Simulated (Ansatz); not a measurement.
`BO[SiH2]B` + H–F → `B[SiH2]F` + `BO` at 400 K and 1 bar (ligand exchange at the Si–O bond).

Gas-phase electronic energies from Ansatz, PBE0-D4/def2-TZVP geometries. CCSD(T)/CBS is the MP2 limit (def2-TZVPP, def2-QZVPP) plus CCSD(T) − MP2 in def2-TZVPP, frozen cores. This one scheme is used for every species. Each species was taken in one conformer, which may not be the lowest.

```tsv
species	CCSD(T)/CBS energy (Eh)	H − E (kJ/mol)	S (J/(mol·K))
`BO[SiH2]B`	-417.47687	196.4	367.5
H–F	-100.39570	36.5	182.2
`B[SiH2]F`	-416.08532	126.8	313.4
`BO`	-101.80414	108.2	244.0
```

H − E and S are ideal-gas, rigid-rotor, harmonic terms from PBE0-D4/def2-TZVP, for one conformer and one mirror image of each species. 1 Eh = 2625.50 kJ/mol, R = 8.31446 J/(mol·K).

Question: By hand: ΔE, ΔH, ΔS and ΔG.

Answer: ΔE = (-416.08532) + (-101.80414) − (-417.47687) − (-100.39570) = -0.01689 Eh = -44.3 kJ/mol. Δ(H − E) = 126.8 + 108.2 − 196.4 − 36.5 = 2.1, so ΔH = -42.2 kJ/mol. ΔS = 313.4 + 244.0 − 367.5 − 182.2 = 7.7 J/(mol·K). ΔG = -42.2 − 400 × (7.7)/1000 = -45.3 kJ/mol.

Question: By hand: the equilibrium constant, and the temperature at which ΔG would vanish if ΔH and ΔS stayed fixed.

Answer: log₁₀ K = −ΔG/(RT ln 10) = 5.9. ΔH and −TΔS have one sign here, so there is no such temperature.

The number of gas molecules stays the same, so ΔS is small and ΔH decides. A doubt of 5 kJ/mol in ΔE shifts log₁₀ K by 0.7 here. Other conformers and mirror images would add mixing entropy, several J/(mol·K) or more a flexible species. Modes under 60 cm⁻¹, often nearly free rotors, make the harmonic entropy too high. These are equilibria of isolated gas molecules and say nothing of rates. Largest T1 diagnostic: 0.014 (customary marks: 0.02 for closed shells, 0.045 for open ones).

ΔS is within the doubt of such terms, so its sign, and with it that verdict, could turn.
